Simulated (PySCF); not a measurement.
Bonds: Cr1-S2 1.958 Å, Cr1-S3 1.956 Å, Cr1-F4 1.685 Å, Cr1-F5 1.685 Å.

Geometry: PBE0-D3(BJ)/def2-SVP; GIAO shifts from PySCF, gas phase, non-relativistic, averaged over equivalent atoms.

At PBE0/pcSseg-1 (pcSseg-2 on Cr) (155 basis functions, 14 s wall time on 1 thread of an Arm Neoverse V2, shared host):
```
atoms  δ (ppm)
  Cr1   2232.2
S2/S3   2583.8
F4/F5    212.0
```

Scale: $^{53}$Cr (σ = -2892.95 ppm) vs CrO4 2-; $^{33}$S (σ = 495.66 ppm) against CS2; CFCl3 for $^{19}$F (σ = 177.25 ppm) (reference shieldings calculated alike).

Problem. Estimate the result of repeating the calculation with B3LYP/pcSseg-1 (pcSseg-2 on Cr).

Solution. 
```csv
atoms,δ at B3LYP/pcSseg-1 (pcSseg-2 on Cr),change
Cr1,2053.3,-178.9
S2/S3,2530.4,-53.4
F4/F5,208.1,-3.9
```

Scale: $^{53}$Cr (σref -2841.46) against CrO4 2-; $^{33}$S (σref 485.41) vs CS2; $^{19}$F (σref 171.94) against CFCl3 (reference shieldings calculated alike).

The largest change is at Cr1 (Cr bonded to 2 F, 2 S). Cost: 155 basis functions, 12 s wall time on 1 thread of an Arm Neoverse V2, shared host.

Unscaled 19F shifts against computed CFCl3 carry errors that often reach 10 to 50 ppm.
